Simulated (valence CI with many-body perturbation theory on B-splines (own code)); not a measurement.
## E1 line list for Kr²¹⁺

Level of theory: configuration interaction combined with many-body perturbation theory (CI+MBPT): five valence electrons over a frozen Dirac-Fock core [Ne], radial functions for each j: 11 s, 11 p, 10 d, 8 f, 5 g, 2 h, with the one-electron correlation potential Σ1, the two-electron term Σ2, the three-electron term Σ3, Breit, model QED; selected CI, second order for the rest, scaled by the run's own slope (own B-spline code, finite nucleus).

No measured spectrum was set against this ion. As an estimate, levels of excited configurations hold to 0.05 to 0.15 % of their energy, terms of the ground configuration to about 0.5 %. Among the levels kept, up to 3300 cm⁻¹ of a level comes from second order outside the variational space, and about a tenth of that is noise between levels of different J, which matters for small intervals.

Lines 1 to 50 of 596 in falling wavelength, among levels below 1923000 cm⁻¹, chosen from the strongest by gf and those to the six lowest levels. Wavelengths and rates use the calculated energies, so an error of 400 cm⁻¹ moves a line at 287.0 Å by 0.11 % and its rate by three times that or more. Electric multipoles are in the length gauge with retardation, E1 and E2 with the static RPA response of the core. Weak lines are less certain than strong ones. Lines between different terms over intervals too small for the method are left out, as are lines whose strength nearly cancels. The highest levels of a list are the least certain.

Names give the largest LS component (configuration and term), which can be under half, so a name can repeat, a term be missing and a line seem to break the LS rules; names also repeat where a configuration has a term twice. Letters in brackets count levels of one name in rising energy.

```tsv
λ vac (Å)	Upper	Lower	A (s⁻¹)	S (a.u.)
287.0	3s 3p4 4P_3/2	3s2 3p3 2P°_3/2	1.32e+08	6.17e-03
262.0	3p4 3d 4F_9/2	3s 3p3 3d 4D°_7/2 [e]	1.56e+09	1.38e-01
245.7	3s 3p4 4P_5/2	3s2 3p3 2D°_5/2	3.57e+08	1.57e-02
235.6	3s 3p4 4P_1/2	3s2 3p3 2P°_1/2	5.17e+08	6.68e-03
233.5	3p4 3d 2G_7/2	3s 3p3 3d 2G°_7/2 [b]	2.26e+09	1.14e-01
232.2	3s 3p3 3d 4G°_11/2	3s2 3p2 3d 2G_9/2	1.05e+09	7.80e-02
229.4	3s 3p4 4P_5/2	3s2 3p3 2D°_3/2	7.67e+08	2.74e-02
223.3	3s 3p4 2D_5/2	3s2 3p3 2P°_3/2	1.41e+09	4.65e-02
218.2	3s 3p4 4P_3/2	3s2 3p3 2D°_5/2	3.01e+08	6.18e-03
213.1	3p4 3d 4F_9/2	3s 3p3 3d 4F°_9/2 [b]	2.92e+09	1.39e-01
209.9	3p4 3d 4F_9/2	3s 3p3 3d 4D°_7/2 [c]	1.35e+09	6.14e-02
209.6	3p4 3d 2D_3/2	3s 3p3 3d 4P°_5/2 [b]	4.33e+09	7.86e-02
205.6	3s 3p4 2D_3/2	3s2 3p3 2P°_1/2	2.80e+08	4.80e-03
201.0	3s2 3p2 3d 4F_3/2 [a]	3s2 3p3 2P°_3/2	5.43e+08	8.71e-03
200.2	3s 3p4 4P_1/2	3s2 3p3 2D°_3/2	2.20e+08	1.75e-03
198.1	3p4 3d 2G_7/2	3s 3p3 3d 4D°_7/2 [b]	2.10e+09	6.43e-02
195.8	3p5 2P°_3/2	3s 3p4 2D_5/2	8.42e+09	1.25e-01
195.4	3s2 3p2 3d 4F_3/2 [b]	3s2 3p3 2P°_3/2	4.04e+08	5.95e-03
195.3	3s 3p4 2S_1/2	3s2 3p3 2P°_3/2	1.94e+08	1.43e-03
194.5	3s 3p4 4P_5/2	3s2 3p3 4S°_3/2	3.36e+09	7.31e-02
187.8	3s 3p4 2D_3/2	3s2 3p3 2D°_5/2	4.23e+08	5.53e-03
186.6	3p5 2P°_3/2	3s 3p4 2D_3/2	4.15e+09	5.32e-02
185.7	3s 3p3 3d 4G°_11/2	3s2 3p2 3d 4F_9/2	8.36e+09	3.17e-01
183.5	3p4 3d 2G_7/2	3s 3p3 3d 2G°_9/2 [a]	4.76e+09	1.16e-01
182.6	3s 3p3 3d 4S°_3/2	3s2 3p2 3d 4P_5/2	4.91e+09	5.90e-02
181.7	3p4 3d 4F_9/2	3s 3p3 3d 4G°_11/2	9.85e+09	2.92e-01
181.1	3s 3p3 3d 4G°_9/2	3s2 3p2 3d 4F_7/2	9.22e+09	2.70e-01
180.7	3p4 3d 2G_7/2	3s 3p3 3d 2D°_5/2 [a]	2.18e+09	5.08e-02
179.4	3s 3p4 2D_5/2	3s2 3p3 2D°_5/2	6.53e+09	1.12e-01
179.3	3p4 3d 2G_7/2	3s 3p3 3d 2G°_7/2 [a]	2.27e+09	5.16e-02
179.2	3s 3p3 3d 2F°_7/2 [b]	3s2 3p2 3d 2F_7/2 [b]	3.87e+09	8.81e-02
178.3	3s 3p3 3d 4F°_9/2 [b]	3s2 3p2 3d 2G_7/2 [a]	2.93e+09	8.20e-02
178.3	3s2 3p2 3d 4F_3/2 [a]	3s2 3p3 2P°_1/2	9.39e+08	1.05e-02
178.1	3s 3p4 2D_3/2	3s2 3p3 2D°_3/2	8.85e+09	9.88e-02
178.0	3p4 3d 4D_7/2	3s 3p3 3d 4F°_9/2 [a]	1.36e+10	3.02e-01
177.1	3s 3p3 3d 4D°_7/2 [d]	3s2 3p2 3d 4P_5/2	2.56e+09	5.62e-02
176.9	3s 3p4 4P_3/2	3s2 3p3 4S°_3/2	6.23e+09	6.80e-02
176.5	3p4 3d 4F_9/2	3s 3p3 3d 4G°_9/2	4.20e+09	1.14e-01
176.0	3p4 3d 4D_5/2	3s 3p3 3d 4F°_7/2	1.25e+10	2.01e-01
175.7	3s2 3p2 3d 4D_1/2	3s2 3p3 2P°_3/2	1.30e+09	6.98e-03
173.8	3s2 3p2 3d 4F_3/2 [b]	3s2 3p3 2P°_1/2	2.36e+08	2.45e-03
173.8	3s 3p4 2S_1/2	3s2 3p3 2P°_1/2	7.30e+09	3.78e-02
173.7	3s 3p3 3d 2G°_9/2 [a]	3s2 3p2 3d 2F_7/2 [a]	5.18e+09	1.34e-01
173.2	3s 3p3 3d 4G°_7/2	3s2 3p2 3d 4F_5/2	1.12e+10	2.30e-01
173.1	3s 3p4 4P_1/2	3s2 3p3 4S°_3/2	6.70e+09	3.43e-02
172.1	3p4 3d 4D_3/2	3s 3p3 3d 4F°_5/2 [a]	1.08e+10	1.09e-01
172.1	3p4 3d 2G_7/2	3s 3p3 3d 4G°_9/2	3.02e+09	6.07e-02
171.7	3s 3p3 3d 4G°_5/2	3s2 3p2 3d 4F_3/2 [b]	3.99e+09	5.99e-02
170.8	3s 3p3 3d 2G°_7/2 [a]	3s2 3p2 3d 2F_5/2 [a]	2.84e+09	5.60e-02
170.8	3s2 3p2 3d 4D_3/2	3s2 3p3 2P°_3/2	3.33e+08	3.27e-03
```
